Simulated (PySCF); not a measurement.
C5H4F2.

```xyz
11

F      1.0999     0.0000    -1.4052
C      0.0000     0.0000    -0.5830
F     -1.0999     0.0000    -1.4052
C      0.0000    -1.2030     0.3540
C      0.0000    -0.7469     1.6243
C      0.0000     0.7469     1.6243
C      0.0000     1.2030     0.3540
H      0.0000    -2.2377    -0.0103
H      0.0000    -1.3601     2.5363
H      0.0000     1.3601     2.5363
H      0.0000     2.2377    -0.0103
```
Charge 0, spin multiplicity 1.

The structure is a stationary point at PBE-D3(BJ)/def2-SVP. One conformer was computed; it need not be the lowest.

Computed with PBE/pcSseg-1 in PySCF. Non-relativistic, no solvent.

Computed absolute GIAO shielding of each atom: isotropic value and principal components (ppm):
```json
[
 {"atom": "F1", "σ(iso)": "320.5", "σ11": "181.4", "σ22": "312.0", "σ33": "468.1", "span": "286.7"},
 {"atom": "C2", "σ(iso)": "41.2", "σ11": "31.3", "σ22": "38.4", "σ33": "53.9", "span": "22.5"},
 {"atom": "F3", "σ(iso)": "320.5", "σ11": "181.4", "σ22": "312.0", "σ33": "468.1", "span": "286.7"},
 {"atom": "C4", "σ(iso)": "38.9", "σ11": "-65.5", "σ22": "49.4", "σ33": "132.9", "span": "198.4"},
 {"atom": "C5", "σ(iso)": "38.1", "σ11": "-70.0", "σ22": "49.1", "σ33": "135.2", "span": "205.2"},
 {"atom": "C6", "σ(iso)": "38.1", "σ11": "-70.0", "σ22": "49.1", "σ33": "135.2", "span": "205.2"},
 {"atom": "C7", "σ(iso)": "38.9", "σ11": "-65.5", "σ22": "49.4", "σ33": "132.9", "span": "198.4"},
 {"atom": "H8", "σ(iso)": "24.8", "σ11": "23.3", "σ22": "25.1", "σ33": "26.0", "span": "2.7"},
 {"atom": "H9", "σ(iso)": "24.8", "σ11": "22.9", "σ22": "24.6", "σ33": "27.0", "span": "4.1"},
 {"atom": "H10", "σ(iso)": "24.8", "σ11": "22.9", "σ22": "24.6", "σ33": "27.0", "span": "4.1"},
 {"atom": "H11", "σ(iso)": "24.8", "σ11": "23.3", "σ22": "25.1", "σ33": "26.0", "span": "2.7"}
]
```
